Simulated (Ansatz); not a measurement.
Frontier orbitals of CH5B2I (`BB(C)I`).

| atom | x (Å) | y (Å) | z (Å) |
| --- | --- | --- | --- |
| B1 | 1.411 | 0.870 | 0.086 |
| B2 | 0.095 | -0.064 | -0.026 |
| C3 | -1.426 | -0.299 | -0.015 |
| I4 | 1.500 | -1.759 | -0.297 |
| H5 | 1.905 | 1.351 | -0.893 |
| H6 | 1.943 | 1.056 | 1.143 |
| H7 | -1.995 | 0.631 | 0.038 |
| H8 | -1.747 | -0.870 | -0.892 |
| H9 | -1.685 | -0.915 | 0.855 |

Total charge 0; spin multiplicity 1. Correlated methods include outer-core shells of I, which these sets cover unevenly. I: def2 effective core potential. The geometry is a stationary point of PBE0-D4/def2-TZVP. Basis def2-TZVPP, Ansatz.

| functional | HOMO (eV) | LUMO (eV) | gap (eV) |
| --- | --- | --- | --- |
| PBE | -6.58 | -2.45 | 4.13 |
| revPBE | -6.52 | -2.36 | 4.16 |
| PBE0 | -7.67 | -1.55 | 6.12 |
| ωB97M-V | -9.75 | 0.41 | 10.16 |

Against PBE, PBE0 changes HOMO and LUMO by −1.10 and +0.90 eV, ωB97M-V by −3.17 and +2.87 eV. A gap of 4.12 eV thus becomes 10.16 eV for the same molecule, so an orbital gap means little without its functional. A positive LUMO is unbound and depends on the basis.
